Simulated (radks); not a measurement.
Spherical jellium clusters: N electrons in a uniform positive sphere of charge N and radius rs N^(1/3), rs = 4.37 bohr. Calculated with a radial shooting solver with Libxc functionals: non-relativistic Kohn-Sham, PBE, spin-polarised, spherical densities. Levels are named by radial order and angular momentum (1s, 1p, 1d, 2s, ...), and open shells are averaged over m.

N = 2, configuration 1s2. This is the lowest configuration that the search found. Occupied and some empty levels:

level,occupation,eigenvalue (eV),<r> (bohr)
1s,2,-2.9821,4.382
1p,0,-1.2018,6.286

Energy (eV): total -3.45496, kinetic 2.7249, external -22.904, Hartree 11.214, exchange-correlation -6.3514, background 11.861.
